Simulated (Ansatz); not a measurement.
Geometry optimisation, RKS PBE0/def2-SVP in Ansatz.

Input file:

```yaml
crystal:
  periodic: [false, false, false]
  atoms:
    - { symbol: Al, position_ang: [0.008958, 0.434976, -0.399046] }
    - { symbol: Cl, position_ang: [0.006762, 0.171346, 3.014533] }
    - { symbol: O, position_ang: [1.495082, -0.225571, -0.838501] }
    - { symbol: H, position_ang: [1.668092, -1.053317, -1.285859] }
    - { symbol: O, position_ang: [-1.543038, -0.123942, -0.733085] }
    - { symbol: H, position_ang: [-1.822672, -0.98737, -1.034276] }
    - { symbol: F, position_ang: [0.087774, 1.934256, 0.354331] }
    - { symbol: H, position_ang: [0.045043, 1.346822, 2.386303] }
basis:
  gaussian: { orbitals: def2-SVP }
hamiltonian:
  xc: pbe0
relax:
  f_tol: 0.03
  max_steps: 50
```

Run as:

```bash
$ ansatz run input.yaml --threads 2 --pin off --max-ram 3072MiB --backend cpu --events-out ev --progress --plain --runs-dir out
```

Q: Where does it end, and by what steps?

A: The run converged. After 7 steps the energy has fallen by 0.186 eV; Cl2 moved furthest, 0.58 Å. Joined: Al1–Cl2 (3.42 → 2.60 Å).

```csv
step,energy less start (eV),largest force component (eV/Å),accepted
0,0.0000,0.980,yes
1,-0.0798,0.447,yes
2,-0.1477,0.241,yes
3,-0.1830,0.089,yes
4,-0.1842,0.078,yes
5,-0.1851,0.047,yes
6,-0.1855,0.035,yes
7,-0.1859,0.016,yes
```

```xyz
8
Properties=species:S:1:pos:R:3
Al -0.009 0.398 -0.127
Cl 0.052 0.051 2.445
O 1.482 -0.209 -0.647
H 1.660 -1.009 -1.140
O -1.559 -0.115 -0.570
H -1.814 -0.929 -1.001
F 0.055 1.996 0.438
H 0.078 1.314 2.066
```

The run took 18 s on 2 threads of Arm Neoverse V2, on a shared host, peak memory 0.19 GiB.
